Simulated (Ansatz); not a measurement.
Ansatz (an electronic-structure program) input (CCSD(T)/aug-cc-pVDZ):

Ansatz 0.2 input:
```yaml
crystal:
  periodic: [false, false, false]
  atoms:
    - {symbol: C, position_ang: [-1.84173602, 0.19127436, 0.26055161]}
    - {symbol: C, position_ang: [-0.57057875, -0.05573798, -0.20511754]}
    - {symbol: O, position_ang: [-0.15854349, -0.51511608, -1.28792514]}
    - {symbol: O, position_ang: [0.44048812, 0.29759670, 0.77448175]}
    - {symbol: C, position_ang: [1.75683890, 0.05941509, 0.35600919]}
    - {symbol: H, position_ang: [-2.68720820, -0.02857798, -0.37572306]}
    - {symbol: H, position_ang: [-2.00547624, 0.60004509, 1.24728526]}
    - {symbol: H, position_ang: [2.01880587, 0.62139861, -0.54858275]}
    - {symbol: H, position_ang: [2.40702618, 0.37679533, 1.17848113]}
    - {symbol: H, position_ang: [1.94415070, -0.99921474, 0.13742706]}
basis:
  gaussian:
    orbitals: aug-cc-pVDZ
total_charge: -1
magnetization: {spin_polarized: false}
correlation: {method: ccsd_t, electrons: outside_noble_gas}
output: {forces: true}
```

End of the output:

```
second order -22.79681342 eV of doubles, -0.00000000 eV of singles
coupled cluster: 1.65 GiB planned
cycle   1  -22.81502902 eV  change   -1.8e-2 eV  update   1.3e-1
cycle   2  -23.43738149 eV  change   -6.2e-1 eV  update   4.1e-2
cycle   3  -23.61239312 eV  change   -1.8e-1 eV  update   2.2e-2
cycle   4  -23.60909216 eV  change    3.3e-3 eV  update   5.9e-3
cycle   5  -23.60348448 eV  change    5.6e-3 eV  update   2.9e-3
cycle   6  -23.60400544 eV  change   -5.2e-4 eV  update   9.5e-4
cycle   7  -23.60415358 eV  change   -1.5e-4 eV  update   5.0e-4
cycle   8  -23.60388261 eV  change    2.7e-4 eV  update   2.0e-4
cycle   9  -23.60381957 eV  change    6.3e-5 eV  update   9.8e-5
cycle  10  -23.60393685 eV  change   -1.2e-4 eV  update   4.9e-5
cycle  11  -23.60389347 eV  change    4.3e-5 eV  update   2.1e-5
cycle  12  -23.60388591 eV  change    7.6e-6 eV  update   9.6e-6
cycle  13  -23.60388906 eV  change   -3.1e-6 eV  update   4.2e-6
cycle  14  -23.60388833 eV  change    7.2e-7 eV  update   2.2e-6
perturbative correction -0.91204159 eV, -0.0335169103 hartree
the calculation of the forces begins
Total energy: -7269.59516300 eV, -267.1526947318 hartree
Atom 0 at    -1.841736     0.191274     0.260552 Å, force    -0.624904     0.115783     0.216524 eV/Å
Atom 1 at    -0.570579    -0.055738    -0.205118 Å, force     0.520933     0.183337     0.512437 eV/Å
Atom 2 at    -0.158543    -0.515116    -1.287925 Å, force     0.433260    -0.490340    -1.155071 eV/Å
Atom 3 at     0.440488     0.297597     0.774482 Å, force    -0.416061     0.240669     0.531288 eV/Å
Atom 4 at     1.756839     0.059415     0.356009 Å, force     0.152557    -0.076442    -0.161911 eV/Å
Atom 5 at    -2.687208    -0.028578    -0.375723 Å, force    -0.403424    -0.109512    -0.315704 eV/Å
Atom 6 at    -2.005476     0.600045     1.247285 Å, force    -0.060865     0.200075     0.485436 eV/Å
Atom 7 at     2.018806     0.621399    -0.548583 Å, force     0.095540     0.248437    -0.366992 eV/Å
Atom 8 at     2.407026     0.376795     1.178481 Å, force     0.242659     0.128453     0.329733 eV/Å
Atom 9 at     1.944151    -0.999215     0.137427 Å, force     0.060305    -0.440462    -0.075741 eV/Å
Dipole moment:     0.762473     0.091392     0.314029 e Å
```

It need not be the lowest isomer of its formula. Whether it binds its extra electron was not tested at this geometry.
